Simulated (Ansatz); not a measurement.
Species: C$_{2}$H$_{4}$OS, SMILES `C1OCS1` (charge 0, multiplicity 1), formula C$_{2}$H$_{4}$OS.

How many basis functions does frozen-core CCSD(T)/cc-pVTZ // r2SCAN-D4/def2-TZVP (Ansatz, a quantum-chemistry and plane-wave program) use, how many core orbitals are frozen, and how many electrons are correlated?

180 basis functions and 8 frozen orbitals, which leaves 24 correlated electrons. Core time is of the order of minutes.
